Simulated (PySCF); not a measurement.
All values below come from TPSSh-D3(BJ)/def2-TZVP // PBE-D3(BJ)/def2-SVP in PySCF 2.14.0. Isolated molecules, 0 K electronic values unless said otherwise. One relaxed conformer stands for a flexible species; it need not be the lowest. 

Reference species: [Zn(Br)2] (neutral, multiplicity 1).

The HOMO–LUMO gap comes out as 5.67 eV and the HOMO is -7.90 eV. The mean distance from the central atom to its bonded neighbours is 2.237 Å. The charge on the central atom (meta-Löwdin) is 1.18 e.

Changed species: [Zn(NH2)2] (0 of 2 NH2 replaced by Br; the reference has 2 of 2 NH2 replaced by Br).

Task: Predict the effect on the HOMO–LUMO gap, HOMO, mean distance from the central atom to its bonded neighbours and charge on the central atom (meta-Löwdin).

Result: the HOMO–LUMO gap falls by 0.32 eV, to 5.35 eV; the HOMO rises by 1.81 eV, to -6.09 eV; the mean distance from the central atom to its bonded neighbours falls by 0.407 Å, to 1.830 Å; the charge on the central atom (meta-Löwdin) falls by 0.06 e, to 1.12 e.
